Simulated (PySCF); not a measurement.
A calculated (PBE0, PySCF 2.14, aug-cc-pwCVTZ-DK3, the spin-free X2C one-electron Hamiltonian (Gaussian nucleus)) atom or ion has these occupied shells.

```tsv
shell	electrons	orbital energy (eV)	rms radius, mean of both spins (bohr)
1s α	1	-27796.3	0.0342
1s β	1	-27796.3	0.0342
2s α	1	-4187.1	0.139
2s β	1	-4187.1	0.139
2p α	3	-3759.1	0.124
2p β	3	-3759.1	0.124
3s α	1	-805.77	0.372
3s β	1	-805.68	0.372
3p α	3	-664.34	0.373
3p β	3	-664.27	0.373
3d α	5	-443.87	0.353
3d β	5	-443.84	0.353
4s α	1	-127.32	0.904
4s β	1	-127.13	0.904
4p α	3	-84.530	0.987
4p β	3	-84.377	0.987
4d α	5	-22.465	1.28
4d β	5	-22.092	1.28
5s α	1	-10.985	2.76
5p α	2	-4.565	3.68
```

Q: Name the element and its charge.

A: In (indium, neutral), in [Kr] 4d10 5s1 5p2, high-spin 4P determinant (an excited configuration).
